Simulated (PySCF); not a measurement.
KCl: from constants to spectrum

RHF-CCSD(T) constants of KCl, ¹Σ⁺ (singlet), closed shell (K def2-TZVPP, Cl def2-TZVPP; no relativity (PySCF 2.14); masses 38.9637 and 34.9689 u):

| Property | Result |
| --- | --- |
| ωe | 277.4 cm⁻¹ |
| ωexe | 1.15 cm⁻¹ |
| Be | 0.12429 cm⁻¹ |
| αe | 0.000738 cm⁻¹ |
| De to K + Cl | 4.08 eV |

Task: What force constant and bond length do these constants imply?

Result: Reduced mass μred = 18.429 u; k = 5.8918×10⁻⁷·μred·ωe² (u, cm⁻¹, mdyn/Å) = 0.836 mdyn/Å; Re = √(16.8576/(μred·Be)) (u, cm⁻¹, Å) = 2.713 Å.

Task: Estimate the centrifugal constant D from the Kratzer relation and find the Dunham coefficient a1.

Result: D = 4Be³/ωe² = 9.98e-08 cm⁻¹; a1 = −1 − αeωe/(6Be²) = -3.21.

Correlated steps freeze 10 core orbitals. Where the molecule has an RHF reference, its open-shell atoms are computed with UHF.
